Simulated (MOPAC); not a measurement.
MOPAC input (PM3):

```
PM3 PRECISE GNORM=0.05 LET XYZ UHF MS=0.5 GEO-OK AUX(PRECISION=9) THREADS=1
CH4BO3

C    -1.61285900 1    0.83703900 1    0.45638300 1
O    -0.85301100 1   -0.36059200 1    0.28809500 1
B     0.43433500 1   -0.30838900 1   -0.11807500 1
O     1.14566300 1   -1.47371500 1   -0.27304900 1
O     1.07816900 1    0.87513100 1   -0.38853100 1
H    -1.15940100 1    1.48397800 1    1.20900800 1
H    -1.68949700 1    1.38551900 1   -0.48377300 1
H    -2.60634400 1    0.53934500 1    0.78480900 1
H     1.99415400 1    0.78427800 1   -0.67008800 1
```

Output:

```
 *******************************************************************************
 **                                                                           **
 **                              MOPAC v23.2.5                                **
 **                                                                           **
 *******************************************************************************
 ** MOPAC's Digital Object Identifier: https://doi.org/10.5281/zenodo.6511958 **
 **                                                                           **
 ** Please cite the open-source release paper for use of this MOPAC version:  **
 ** J. E. Moussa and J. J. P. Stewart (2026)                                  **
 ** MOPAC: An open-source semiempirical molecular orbital program             **
 ** J. Open Source Softw., 11(119), 8025, https://doi.org/10.21105/joss.08025 **
 *******************************************************************************

                              PM3 CALCULATION RESULTS

 *******************************************************************************
 *  PM3        - The PM3 Hamiltonian to be used
 *  GEO-OK     - OVERRIDE INTERATOMIC DISTANCE AND OTHER SAFETY CHECKS
 *  UHF        - UNRESTRICTED HARTREE-FOCK CALCULATION
 *  MS=        - IN MECI, MAGNETIC COMPONENT OF SPIN =  0.5
 *  LET        - OVERRIDE SOME SAFETY CHECKS
 *  PRECISE    - TIGHTER CRITERIA TO BE USED
 *  XYZ        - CARTESIAN COORDINATE SYSTEM TO BE USED
 *  GNORM      - EXIT WHEN GRADIENT NORM DROPS BELOW 0.050
 *  AUX        - OUTPUT AUXILIARY INFORMATION
 *******************************************************************************
PM3 PRECISE GNORM=0.05 LET XYZ UHF MS=0.5 GEO-OK AUX(PRECISION=9) THREADS=1
 CH4BO3

   ATOM   CHEMICAL          X               Y               Z
  NUMBER   SYMBOL      (ANGSTROMS)     (ANGSTROMS)     (ANGSTROMS)

     1       C         -1.61285900  *   0.83703900  *   0.45638300  *
     2       O         -0.85301100  *  -0.36059200  *   0.28809500  *
     3       B          0.43433500  *  -0.30838900  *  -0.11807500  *
     4       O          1.14566300  *  -1.47371500  *  -0.27304900  *
     5       O          1.07816900  *   0.87513100  *  -0.38853100  *
     6       H         -1.15940100  *   1.48397800  *   1.20900800  *
     7       H         -1.68949700  *   1.38551900  *  -0.48377300  *
     8       H         -2.60634400  *   0.53934500  *   0.78480900  *
     9       H          1.99415400  *   0.78427800  *  -0.67008800  *

          CARTESIAN COORDINATES

    NO.       ATOM           X           Y           Z

     1         C         -1.6129      0.8370      0.4564
     2         O         -0.8530     -0.3606      0.2881
     3         B          0.4343     -0.3084     -0.1181
     4         O          1.1457     -1.4737     -0.2730
     5         O          1.0782      0.8751     -0.3885
     6         H         -1.1594      1.4840      1.2090
     7         H         -1.6895      1.3855     -0.4838
     8         H         -2.6063      0.5393      0.7848
     9         H          1.9942      0.7843     -0.6701

  H: (PM3): J. J. P. STEWART, J. COMP. CHEM. 10, 209 (1989).
  B: (PM3): J. J. P. STEWART, J. MOL. MOD., 10, 155-164 (2004)
  C: (PM3): J. J. P. STEWART, J. COMP. CHEM. 10, 209 (1989).
  O: (PM3): J. J. P. STEWART, J. COMP. CHEM. 10, 209 (1989).

           Empirical Formula: C H4 O3 B  =     9 atoms

      MOLECULAR POINT GROUP   :   Cs

          UHF CALCULATION, NO. OF ALPHA ELECTRONS =   15
                           NO. OF BETA  ELECTRONS =   14

          Geometry optimization using EF

          DIAGONAL MATRIX USED AS START HESSIAN

 CYCLE:     1  GRAD.:    72.031 HEAT: -170.3682
 CYCLE:     2  GRAD.:   305.225 HEAT: -149.9927
 CYCLE:     3  GRAD.:   219.317 HEAT: -150.7164
 CYCLE:     4  GRAD.:   123.951 HEAT: -167.4068
 CYCLE:     5  GRAD.:   284.644 HEAT: -145.6760
 CYCLE:     6  GRAD.:   283.394 HEAT: -156.9330
 CYCLE:     7  GRAD.:   234.006 HEAT: -148.6833
 CYCLE:     8  GRAD.:   296.420 HEAT: -147.5522
 CYCLE:     9  GRAD.:   315.004 HEAT: -155.7593
 CYCLE:    10  GRAD.:   257.839 HEAT: -151.3555
 CYCLE:    11  GRAD.:   166.177 HEAT: -159.6882
 CYCLE:    12  GRAD.:   247.233 HEAT: -145.9753
 CYCLE:    13  GRAD.:    85.228 HEAT: -170.4480
 CYCLE:    14  GRAD.:   120.763 HEAT: -166.7093
 CYCLE:    15  GRAD.:    38.198 HEAT: -172.2108
 CYCLE:    16  GRAD.:    37.575 HEAT: -172.2487
 CYCLE:    17  GRAD.:     9.208 HEAT: -172.6156
 CYCLE:    18  GRAD.:    18.555 HEAT: -172.5465
 CYCLE:    19  GRAD.:    16.761 HEAT: -172.5693
 CYCLE:    20  GRAD.:    14.350 HEAT: -172.5889
 CYCLE:    21  GRAD.:     2.018 HEAT: -172.6564
 CYCLE:    22  GRAD.:     0.837 HEAT: -172.6605
 CYCLE:    23  GRAD.:     1.476 HEAT: -172.6659
 CYCLE:    24  GRAD.:     1.096 HEAT: -172.6694
 CYCLE:    25  GRAD.:     0.563 HEAT: -172.6708
 CYCLE:    26  GRAD.:     0.472 HEAT: -172.6715
 CYCLE:    27  GRAD.:     0.348 HEAT: -172.6723
 CYCLE:    28  GRAD.:     0.142 HEAT: -172.6725
 CYCLE:    29  GRAD.:     0.071 HEAT: -172.6725
 CYCLE:    30  GRAD.:     0.024 HEAT: -172.6725

     GRADIENT =  0.02430 IS LESS THAN CUTOFF =  0.05000

 -------------------------------------------------------------------------------
 PM3 PRECISE GNORM=0.05 LET XYZ UHF MS=0.5 GEO-OK AUX(PRECISION=9) THREADS=1
 CH4BO3

     GEOMETRY OPTIMISED USING EIGENVECTOR FOLLOWING (EF).
     SCF FIELD WAS ACHIEVED

                              PM3 CALCULATION
                                                       MOPAC v23.2.5 Linux

          FINAL HEAT OF FORMATION =       -172.67249 KCAL/MOL =    -722.46169 KJ/MOL

          COSMO AREA              =        105.14 SQUARE ANGSTROMS
          COSMO VOLUME            =         87.87 CUBIC ANGSTROMS

          GRADIENT NORM           =          0.02430          =       0.00810 PER ATOM
          IONIZATION POTENTIAL    =         11.553100 EV
          ALPHA SOMO LUMO (EV)    =        -11.639  1.613
          BETA  SOMO LUMO (EV)    =        -11.553 -2.121
          NO. OF ALPHA ELECTRONS  =         15
          NO. OF BETA  ELECTRONS  =         14
          MOLECULAR WEIGHT        =         74.8508         POINT GROUP:  Cs

          MOLECULAR DIMENSIONS (Angstroms)

            Atom       Atom       Distance
            H     9    H     8     4.83743
            O     4    H     6     3.27068
            H     6    H     7     1.72241

          SCF CALCULATIONS        =         31

   ATOM   CHEMICAL          X               Y               Z
  NUMBER   SYMBOL      (ANGSTROMS)     (ANGSTROMS)     (ANGSTROMS)

     1       C         -1.59896635  *   0.81074376  *   0.45357271  *
     2       O         -0.83453938  *  -0.35715277  *   0.28210958  *
     3       B          0.48945262  *  -0.26962222  *  -0.13759652  *
     4       O          1.02007526  *  -1.51718821  *  -0.23121625  *
     5       O          1.12231281  *   0.92976101  *  -0.40552856  *
     6       H         -1.17831522  *   1.46687432  *   1.22341882  *
     7       H         -1.71270184  *   1.36761728  *  -0.48293479  *
     8       H         -2.57001967  *   0.42461947  *   0.78014770  *
     9       H          2.02237836  *   0.83966934  *  -0.68214406  *

                             CARTESIAN COORDINATES

   1    C       -1.598966346     0.810743759     0.453572709
   2    O       -0.834539378    -0.357152766     0.282109583
   3    B        0.489452624    -0.269622221    -0.137596520
   4    O        1.020075257    -1.517188214    -0.231216250
   5    O        1.122312812     0.929761008    -0.405528560
   6    H       -1.178315220     1.466874323     1.223418818
   7    H       -1.712701839     1.367617280    -0.482934794
   8    H       -2.570019667     0.424619469     0.780147696
   9    H        2.022378365     0.839669337    -0.682144061

           Empirical Formula: C H4 O3 B  =     9 atoms

      MOLECULAR POINT GROUP   :   Cs

          ALPHA EIGENVALUES
 -39.22873 -38.70700 -35.83458 -27.29897 -21.51937 -18.43477 -17.75243 -17.63890
 -15.75457 -14.83399 -14.64794 -13.60802 -12.96759 -12.32296 -11.63868   1.61284
   2.04707   2.95333   3.52562   3.90764   4.01311   4.12910   5.03793   5.65686

           BETA EIGENVALUES
 -39.23039 -38.69404 -35.42486 -27.24430 -21.42862 -18.22435 -17.56025 -17.16050
 -15.68030 -14.69988 -13.41119 -12.62300 -12.48863 -11.55310  -2.12099   1.61651
   2.18731   3.07244   3.71282   4.02655   4.12037   4.12533   5.09289   5.76796

              NET ATOMIC CHARGES AND DIPOLE CONTRIBUTIONS

  ATOM NO.   TYPE          CHARGE      No. of ELECS.   s-Pop       p-Pop
    1          C           0.081245        3.9188     1.12706     2.79169
    2          O          -0.146468        6.1465     1.76716     4.37931
    3          B          -0.040429        3.0404     1.00551     2.03492
    4          O          -0.026645        6.0266     1.83664     4.19001
    5          O          -0.201982        6.2020     1.71849     4.48349
    6          H           0.032087        0.9679     0.96791
    7          H           0.032087        0.9679     0.96791
    8          H           0.045952        0.9540     0.95405
    9          H           0.224154        0.7758     0.77585
 DIPOLE           X         Y         Z       TOTAL
 POINT-CHG.    -0.187     1.347    -0.020     1.360
 HYBRID         0.588     0.226    -0.197     0.661
 SUM            0.402     1.573    -0.217     1.638

          ATOMIC ORBITAL ELECTRON POPULATIONS

     Atom    s        px        py        pz
    1  C   1.12706   0.92403   0.87591   0.99176
    2  O   1.76716   1.28410   1.34959   1.74562
    3  B   1.00551   0.72699   0.68533   0.62260
    4  O   1.83664   1.13650   1.34349   1.71002
    5  O   1.71849   1.30371   1.42966   1.75012
    6  H   0.96791
    7  H   0.96791
    8  H   0.95405
    9  H   0.77585

                    (SZ)    =    0.500000
                    (S**2)  =    0.755122

          ATOMIC ORBITAL SPIN POPULATIONS

    Atom   Total    s     px     py     pz
         Atomic
    1  C -0.0014 -0.001  0.002 -0.003  0.000
    2  O  0.0596 -0.003  0.050  0.010  0.003
    3  B -0.0904 -0.021 -0.033 -0.020 -0.016
    4  O  0.9638 -0.001  0.708  0.158  0.098
    5  O  0.0659 -0.003  0.002  0.069 -0.002
    6  H -0.0002 -0.000
    7  H -0.0002 -0.000
    8  H  0.0072  0.007
    9  H -0.0043 -0.004

 **********************
 *                    *
 * JOB ENDED NORMALLY *
 *                    *
 **********************

 == MOPAC DONE ==
```

The geometry given is a B3LYP-D3(BJ)/def2-TZVP minimum.
